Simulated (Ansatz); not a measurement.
`[C]#C[SiH2]O` radical, relaxed with UKS PBE0-D4/def2-TZVP in Ansatz from a PBE-D4/def2-SVP geometry. The force threshold is 0.005 eV/Å; the program also tests the step.

Charge 0, multiplicity 2.

Start:

```xyz
7

C    -1.954    0.975    1.533
C    -0.952    0.702    0.850
Si    0.548   -0.006    0.032
O     0.216   -0.432   -1.555
H     1.005   -1.172    0.863
H     1.596    1.057   -0.049
H    -0.460   -1.124   -1.673
```

| step | energy (eV) | largest force (eV/Å) | largest move (Å) |
| --- | --- | --- | --- |
| 1 | -12037.4361 | 2.196 | 0.000 |
| 2 | -12037.4998 | 0.549 | 0.039 |
| 3 | -12037.5089 | 0.147 | 0.013 |
| 4 | -12037.5117 | 0.159 | 0.032 |
| 5 | -12037.5140 | 0.080 | 0.024 |
| 6 | -12037.5167 | 0.014 | 0.035 |
| 7 | -12037.5168 | 0.007 | 0.013 |
| 8 | -12037.5169 | 0.003 | 0.008 |

End:

```xyz
7

C    -1.937    1.019    1.458
C    -0.942    0.625    0.887
Si    0.550   -0.014    0.034
O     0.211   -0.440   -1.511
H     1.036   -1.162    0.839
H     1.562    1.058   -0.043
H    -0.480   -1.086   -1.663
```

It took 62 s on 2 threads of a server CPU on a shared host, with 0.49 GiB of host memory at the peak.
